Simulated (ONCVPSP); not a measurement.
**aluminium (Al): ONCV pseudisation with PBE, scalar-relativistic reference atom.**

ONCVPSP 4.0.1 input, shortened (lines: element, Z, core and valence counts, functional; n l f; lmax; l rc ep ncon nbas qcut; lloc lpopt rc5 dvloc0; l nproj debl; icmod fcfact rcfact), PBE, scalar-relativistic:

```
  Al 13.00    3    1        4      upf
    1    0    2.00
    2    0    2.00
    2    1    6.00
    3    0    1.00
    1
    0    2.05    0.00    4    7    3.40
    1    2.25    0.24    4    8    3.50
    4    5    1.80    2.00
    0    1    1.30
    1    3    4.00
    0    0.00    0.00
```

In the p channel the program set the typed energies aside and used 0.050, 4.050, 8.050 Ha.

All-electron outer shells of the reference configuration (PBE, scalar-relativistic, ld1.x):

```csv
shell,level (eV),outermost node (bohr),outermost maximum (bohr)
2p,-90.26,–,0.43
3s,-23.75,0.79,1.91
```

**Question.** Does the generator finish with these settings?

**Answer.** Yes, a potential is produced and its reference levels are reproduced.

**Question.** Estimate the cutoffs (Ha) at which the residual kinetic energy of the hardest occupied pseudo-wave falls to 1 and 0.1 mHa per electron.

**Answer.** 6.0 Ha and 23 Ha.

**Question.** Does the potential have ghost states?

**Answer.** No bound ghost flagged; no localised positive-energy state flagged.

**Question.** Tests: 3s2 3p1; 3s2; 3s2 3p0.5; 3s1 3p1. Which has the largest error in its energy relative to the reference configuration, and how large is it?

**Answer.** 3s2 3p1, with +62 meV (all-electron minus pseudo) on -24.99 eV.
